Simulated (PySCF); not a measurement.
## Fine-structure interval of Lu⁵⁸⁺ by level of theory

Lu⁵⁸⁺ [Ne] 3s2 3p1 [3p1/2^1, M_J = 1/2] → Lu⁵⁸⁺ [Ne] 3s2 3p1 [3p3/2^1, M_J = 3/2], as a difference of total energies. Calculation: PySCF 2.14, in an even-tempered Gaussian basis (18 s from 18 bohr⁻², ratio 2.4; 14 p from 23 bohr⁻², ratio 2.4; 4 d from 76 bohr⁻², ratio 2.6; 4 f from 110 bohr⁻², ratio 2.6); the two-component X2C-1e Hamiltonian. Correlated levels: 1s2 frozen; the 52 highest virtual spinors dropped. "Screened" scales the spin-orbit matrix elements by Boettger's factors to mimic the two-electron term; Breit and QED terms are absent.

```
                    method  fine-structure interval (cm⁻¹)
 GHF (screened spin-orbit)                         2448500
GMP2 (screened spin-orbit)                         2442600
     GHF (bare spin-orbit)                         2526500
```
